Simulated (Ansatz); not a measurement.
Ansatz (a quantum-chemistry and plane-wave program) input (HF/STO-3G):

Ansatz 0.2 input:
```yaml
crystal:
  periodic: [false, false, false]
  atoms:
    - {symbol: C, position_ang: [1.40089610, -0.12771822, -0.08619572]}
    - {symbol: C, position_ang: [0.22142190, -0.01764924, -0.01156384]}
    - {symbol: O, position_ang: [-1.12368377, 0.14763239, 0.10582275]}
    - {symbol: H, position_ang: [2.46176120, -0.23306503, -0.15847468]}
    - {symbol: H, position_ang: [-1.61110123, -0.55826995, 0.59022957]}
    - {symbol: H, position_ang: [-1.59509782, 0.48248062, -0.69177949]}
basis:
  gaussian:
    orbitals: STO-3G
hamiltonian:
  xc: {name: HF}
total_charge: 1
relax: {f_tol: 0.003, max_steps: 120}
```

Output:

```
Functional definition: HF
integrals: 0.00 GiB planned
266 factors; integrals over basis functions are off by at most 1.3e-5 eV
mean field: 0.04 GiB planned
mean field evaluation 1: about -4081.5498 eV, gradient 1.4e1 eV
mean field evaluation 2: about -4081.5721 eV, gradient 1.4e1 eV
mean field evaluation 4: about -4082.3887 eV, gradient 2.9e0 eV
mean field evaluation 8: about -4082.4163 eV, gradient 2.1e-2 eV
mean field -4082.41630851 eV, -150.0260321765 hartree, gradient 8.6e-5 eV, S^2 0.000000; 0 other end points of the search recorded, 0 dependent functions left out
the calculation of the forces begins
reference -4082.41630851 eV, -150.0260321765 hartree; 11, 11 occupied and 7, 7 virtual orbitals, 266 factors
relax step   1: F+E_penalty+E_count = -4082.41630851 eV  Δ(F+E_penalty+E_count) = +0.000e0 eV  max|allowed force component| = 3.998e0 eV/Å  Δτ_max = 0.0000 Å  (30 SCF iters, accepted)
these checks for a lower state are left out or cut short: starts, cluster_reference, orbital_swaps, neighbouring_geometries, increment
integrals: 0.00 GiB planned
266 factors; integrals over basis functions are off by at most 1.3e-5 eV
mean field: 0.04 GiB planned
mean field evaluation 16: about -4082.4593 eV, gradient 2.0e-4 eV
mean field -4082.45927583 eV, -150.0276111963 hartree, gradient 1.7e-5 eV, S^2 0.000000; 0 other end points of the search recorded, 0 dependent functions left out
the calculation of the forces begins
reference -4082.45927583 eV, -150.0276111963 hartree; 11, 11 occupied and 7, 7 virtual orbitals, 266 factors
relax step   2: F+E_penalty+E_count = -4082.45927583 eV  Δ(F+E_penalty+E_count) = -4.297e-2 eV  max|allowed force component| = 1.223e0 eV/Å  Δτ_max = 0.0207 Å  (28 SCF iters, accepted)
these checks for a lower state are left out or cut short: starts, cluster_reference, orbital_swaps, neighbouring_geometries, increment
integrals: 0.00 GiB planned
266 factors; integrals over basis functions are off by at most 1.3e-5 eV
mean field: 0.04 GiB planned
mean field -4082.46387016 eV, -150.0277800350 hartree, gradient 1.8e-5 eV, S^2 0.000000; 0 other end points of the search recorded, 0 dependent functions left out
the calculation of the forces begins
reference -4082.46387016 eV, -150.0277800350 hartree; 11, 11 occupied and 7, 7 virtual orbitals, 266 factors
relax step   3: F+E_penalty+E_count = -4082.46387016 eV  Δ(F+E_penalty+E_count) = -4.594e-3 eV  max|allowed force component| = 4.420e-2 eV/Å  Δτ_max = 0.0057 Å  (29 SCF iters, accepted)
these checks for a lower state are left out or cut short: starts, cluster_reference, orbital_swaps, neighbouring_geometries, increment
integrals: 0.00 GiB planned
266 factors; integrals over basis functions are off by at most 1.3e-5 eV
mean field: 0.04 GiB planned
mean field evaluation 32: about -4082.4639 eV, gradient 2.0e-4 eV
mean field -4082.46394504 eV, -150.0277827869 hartree, gradient 1.8e-5 eV, S^2 0.000000; 0 other end points of the search recorded, 0 dependent functions left out
the calculation of the forces begins
reference -4082.46394504 eV, -150.0277827869 hartree; 11, 11 occupied and 7, 7 virtual orbitals, 266 factors
relax step   4: F+E_penalty+E_count = -4082.46394504 eV  Δ(F+E_penalty+E_count) = -7.488e-5 eV  max|allowed force component| = 2.548e-2 eV/Å  Δτ_max = 0.0017 Å  (29 SCF iters, accepted)
these checks for a lower state are left out or cut short: starts, cluster_reference, orbital_swaps, neighbouring_geometries, increment
integrals: 0.00 GiB planned
266 factors; integrals over basis functions are off by at most 1.3e-5 eV
mean field: 0.04 GiB planned
mean field -4082.46405612 eV, -150.0277868687 hartree, gradient 1.8e-5 eV, S^2 0.000000; 0 other end points of the search recorded, 0 dependent functions left out
the calculation of the forces begins
reference -4082.46405612 eV, -150.0277868687 hartree; 11, 11 occupied and 7, 7 virtual orbitals, 266 factors
relax step   5: F+E_penalty+E_count = -4082.46405612 eV  Δ(F+E_penalty+E_count) = -1.111e-4 eV  max|allowed force component| = 1.048e-2 eV/Å  Δτ_max = 0.0060 Å  (27 SCF iters, accepted)
these checks for a lower state are left out or cut short: starts, cluster_reference, orbital_swaps, neighbouring_geometries, increment
integrals: 0.00 GiB planned
266 factors; integrals over basis functions are off by at most 1.3e-5 eV
mean field: 0.04 GiB planned
mean field -4082.46405834 eV, -150.0277869505 hartree, gradient 1.8e-5 eV, S^2 0.000000; 0 other end points of the search recorded, 0 dependent functions left out
the calculation of the forces begins
reference -4082.46405834 eV, -150.0277869505 hartree; 11, 11 occupied and 7, 7 virtual orbitals, 266 factors
relax step   6: F+E_penalty+E_count = -4082.46405834 eV  Δ(F+E_penalty+E_count) = -2.227e-6 eV  max|allowed force component| = 2.801e-3 eV/Å  Δτ_max = 0.0004 Å  (29 SCF iters, accepted)
integrals: 0.00 GiB planned
266 factors; integrals over basis functions are off by at most 1.3e-5 eV
mean field: 0.04 GiB planned
mean field evaluation 64: about -4082.4646 eV, gradient 1.1e-1 eV
mean field -4082.46405834 eV, -150.0277869505 hartree, gradient 1.8e-5 eV, S^2 0.000000; 1 other end points of the search recorded, 0 dependent functions left out
the calculation of the forces begins
reference -4082.46405834 eV, -150.0277869505 hartree; 11, 11 occupied and 7, 7 virtual orbitals, 266 factors
Total energy: -4082.46405834 eV, -150.0277869505 hartree
Atom 0 at     1.403086    -0.127014    -0.085596 Å, force    -0.000300    -0.000014    -0.000015 eV/Å
Atom 1 at     0.240477    -0.014589    -0.008842 Å, force    -0.000453     0.000267     0.000211 eV/Å
Atom 2 at    -1.129799     0.142000     0.101174 Å, force     0.002801     0.000235     0.000226 eV/Å
Atom 3 at     2.473912    -0.235142    -0.160009 Å, force     0.000400    -0.000032    -0.000021 eV/Å
Atom 4 at    -1.624830    -0.562080     0.598784 Å, force    -0.001214     0.000451    -0.001037 eV/Å
Atom 5 at    -1.608649     0.490236    -0.697472 Å, force    -0.001234    -0.000907     0.000636 eV/Å
Dipole moment:    -0.817979    -0.135990    -0.120609 e Å
```

The dipole moment of an ion depends on the origin.

The geometry given is a B3LYP-D3(BJ)/def2-TZVP minimum.
